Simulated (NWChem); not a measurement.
System: GeH4; SMILES [GeH4]

All runs: NWChem. The geometry was optimised at PBE0/def2-SVP. Level PBE/def2-SVPD: energy and gradient; each run changes one setting, and changes count from the defaults (medium grid, exact Coulomb integrals, symmetry on).

```csv
setting,size of the energy change (μHa),largest change of a gradient component (μHa/bohr)
defaults,< 10,< 30
coarse grid,300,300
symmetry off,< 10,other frame
Becke weights,30,100
"Coulomb fitting, Weigend set",300,< 30
```
